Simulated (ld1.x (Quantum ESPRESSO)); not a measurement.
## An all-electron radial function and its pseudo partner (Sr (Z = 38))

Columns: radius, all-electron u(r) and pseudo u(r) of the 4d shell (level -1.56 eV) of strontium in the configuration [Ar] 3d10 4s2 4p6 4d0 5s2 5p0; PBEsol, non-relativistic, RRKJ scheme, ld1.x (Quantum ESPRESSO) 7.5.

```
r (bohr)  all-electron   pseudo
   0.118        0.0795  -0.0009
   0.235        0.1926  -0.0070
   0.353        0.2099  -0.0226
   0.470        0.1505  -0.0502
   0.588        0.0546  -0.0911
   0.705       -0.0498  -0.1431
   0.822       -0.1497  -0.2033
   0.940       -0.2396  -0.2681
   1.058       -0.3163  -0.3318
   1.175       -0.3791  -0.3896
   1.292       -0.4293  -0.4385
   1.410       -0.4685  -0.4773
   1.528       -0.4977  -0.5052
   1.645       -0.5184  -0.5234
   1.763       -0.5321  -0.5346
   1.880       -0.5401  -0.5408
   1.998       -0.5435  -0.5436
   2.115       -0.5433  -0.5433
   2.232       -0.5402  -0.5402
   2.350       -0.5349  -0.5349
   2.468       -0.5279  -0.5279
   2.585       -0.5198  -0.5198
   2.702       -0.5109  -0.5109
   2.820       -0.5014  -0.5014
   2.938       -0.4916  -0.4916
   3.055       -0.4817  -0.4817
```

(1) How many radial nodes do the two functions have?

(2) At about which radius was the pseudo-wave matched?

(3) Where does each function peak?

(4) Is the pseudo-wave norm-conserving?

## Answers

(1) The all-electron 4d function has n − l − 1 = 1; the pseudo-wave has 0, since the states of the same l below it are removed with the core.

(2) 2.05 bohr, where the columns begin to agree (steps of 0.12 bohr).

(3) Outermost all-electron maximum near 2.00 bohr, pseudo maximum near 2.00 bohr (to the table’s step).

(4) Yes: the RRKJ scheme keeps the norm inside the radius equal to the all-electron one, which fixes the energy derivative of the logarithmic derivative at the level.
